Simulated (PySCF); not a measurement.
## Polarisability and C₆ of K- (potassium, charge -1)

[Ar] 4s2, closed-shell 1S. Computed with PySCF 2.14 in aug-cc-pVQZ-X2C, with scalar relativity by spin-free X2C-1e. Coupled (time-dependent) response in atomic units; α is the mean over directions.

| method | mean α (bohr³) | C₆ (like pair) | S(−4) |
| --- | --- | --- | --- |
| UHF | 2164 | 90970 | 4038000 |

S(−4) is the Cauchy moment in α(ω) = α(0) + S(−4) ω² + …

α(iu) at UHF:

| u (hartree) | α(iu) (bohr³) |
| --- | --- |
| 0 | 2164 |
| 0.0500 | 510.5 |
| 0.100 | 176.4 |
| 0.200 | 52.86 |
| 0.300 | 26.54 |
| 0.500 | 12.09 |
| 0.750 | 6.902 |
| 1.00 | 4.661 |
| 1.50 | 2.579 |
| 2.00 | 1.625 |
| 3.00 | 0.8010 |
| 5.00 | 0.3089 |

For an ion, C₆ is the dispersion term alone; charge-induced terms of lower order in 1/R come first.

The outer electron is barely bound at this level, so radii and moments hang on the diffuse functions.
